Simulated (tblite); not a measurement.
A tight-binding relaxation on `C[O][GeH2][BH]C(C)(C)C`.

Computed with GFN2-xTB geometry optimisation, gas phase (tblite 0.8.0). Start geometry: from a force field or distance geometry. The command runs a driver script over a list of jobs; the input below is this job's line of settings and its coordinates in Å.

Command:
```bash
OMP_NUM_THREADS=1 python probes_run.py task.json out
```

Input:
```
{"job": {"kind": "relax", "xc": "GFN2-xTB", "basis": "xTB"}, "charge": 0, "multiplicity": 1}
C      3.731300    -0.757700     0.200400
O      2.338900    -0.821200     0.449000
Ge     1.691000     0.673900    -0.276200
B     -0.187800     1.085000     0.353200
C     -1.395800     0.087600     0.103600
C     -2.547500     0.573000     0.961500
C     -1.100000    -1.329200     0.473100
C     -1.748100     0.228600    -1.375300
H      4.223100    -1.736400     0.239600
H      3.891800    -0.287900    -0.789900
H      4.225700    -0.076400     0.930300
H      1.771700     0.491700    -1.803600
H      2.623200     1.838800     0.170800
H     -0.464700     2.233500     0.416800
H     -2.228900     0.784700     2.009000
H     -3.253900    -0.288100     1.040800
H     -2.974300     1.451700     0.464400
H     -0.959700    -1.396200     1.581500
H     -0.218800    -1.670300    -0.085200
H     -1.940200    -1.993600     0.175800
H     -2.859900     0.343600    -1.514800
H     -1.331000    -0.594000    -1.988500
H     -1.291000     1.185600    -1.726300
```

Output:
```
step      E/eV     max force
  0    -694.94566    1.568
  1    -695.15215    0.928
  2    -695.28126    0.718
  3    -695.35081    0.581
  4    -695.43493    0.596
  5    -695.46832    0.369
  6    -695.49572    0.393
  7    -695.51796    0.393
  8    -695.53789    0.379
  9    -695.55592    0.331
... (212 lines left out)
222    -695.82585    0.030
223    -695.82603    0.034
224    -695.82623    0.031
225    -695.82641    0.038
226    -695.82659    0.022
227    -695.82671    0.034
228    -695.82681    0.024
229    -695.82689    0.017
230    -695.82694    0.013
231    -695.82696    0.010
```

«max force» is the largest atomic force in eV/Å.

Question: From which step on does the largest force stay under 0.1 eV/Å, and how much energy is left to gain from there?

Answer: From step 192 (0.064 eV/Å), 14.5 meV above the end.

Main results: energy lowered by 20.3 kcal/mol over 231 steps; largest atomic force 0.010 eV/Å at the end.

Question: Give the final coordinates.

Answer: 0.899 Å rms from the input after alignment:
```
atom  x, y, z in Å
C1     3.3697   -1.0272   -0.5988
O2     2.0650   -0.5863   -0.3208
Ge3    1.6916    1.1222    0.0822
B4    -0.2926    1.3721    0.3344
C5    -1.3431    0.2019    0.2395
C6    -2.7750    0.6148    0.6093
C7    -0.9480   -1.0191    1.0841
C8    -1.3217   -0.2234   -1.2460
H9     3.3219   -2.1046   -0.7710
H10    3.7738   -0.5411   -1.4914
H11    4.0471   -0.8295    0.2368
H12    2.3522    1.9234   -1.0387
H13    2.6287    1.4572    1.2403
H14   -0.6576    2.4737    0.4860
H15   -2.8251    0.9288    1.6496
H16   -3.4626   -0.2188    0.4720
H17   -3.1121    1.4414   -0.0122
H18   -0.9644   -0.7709    2.1439
H19    0.0517   -1.3521    0.8190
H20   -1.6453   -1.8380    0.9134
H21   -2.0483   -1.0179   -1.4093
H22   -0.3352   -0.5926   -1.5169
H23   -1.5756    0.6130   -1.8954
```

Question: Estimate the wall time. Hardware: one thread of an Arm Neoverse N1, shared host with 64 logical CPUs at a one-minute load of 62.

Answer: About 3.5 s.
Labels such as C1 count atoms from 1, the log's own numbers from 0.
